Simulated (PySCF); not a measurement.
Mg(H)(SH) (H₂MgS), SMILES [SH][MgH].

Geometry optimised at B3LYP-D3(BJ)/def2-TZVP.

All values below come from TDA-B3LYP/def2-TZVPD run with PySCF.

Vertical excitations.  State labels are in the subgroup Cs.

| state | symmetry | energy (eV) | λ (nm) | f | main pairs |
|---|---|---|---|---|---|
| S1 | A" | 4.64 | 267 | 0.058 | HOMO→LUMO 99 % |
| S2 | A" | 4.93 | 252 | 0.000 | HOMO→LUMO+1 99 % |
| S3 | A' | 5.34 | 232 | 0.002 | HOMO→LUMO+2 74 %, HOMO−1→LUMO 21 % |
| S4 | A' | 5.57 | 223 | 0.018 | HOMO−1→LUMO+1 96 % |
| S5 | A" | 5.83 | 213 | 0.021 | HOMO−1→LUMO+2 98 % |
| S6 | A' | 5.99 | 207 | 0.421 | HOMO−1→LUMO 62 %, HOMO→LUMO+2 20 %, HOMO−1→LUMO+3 9 % |
| S7 | A" | 6.11 | 203 | 0.002 | HOMO→LUMO+3 92 % |
| S8 | A' | 6.83 | 182 | 0.048 | HOMO−2→LUMO 58 %, HOMO−2→LUMO+1 28 % |
| S9 | A" | 6.90 | 180 | 0.002 | HOMO→LUMO+4 59 %, HOMO→LUMO+5 22 % |
| S10 | A' | 6.92 | 179 | 0.159 | HOMO−2→LUMO+1 66 %, HOMO−2→LUMO 27 % |
| T1 | A" | 4.34 | 286 | 0 | HOMO→LUMO 98 % |
| T2 | A' | 4.69 | 264 | 0 | HOMO−1→LUMO 92 % |
| T3 | A" | 4.84 | 256 | 0 | HOMO→LUMO+1 95 % |
| T4 | A' | 5.01 | 248 | 0 | HOMO→LUMO+2 94 % |
Triplets are in the Tamm–Dancoff approximation.
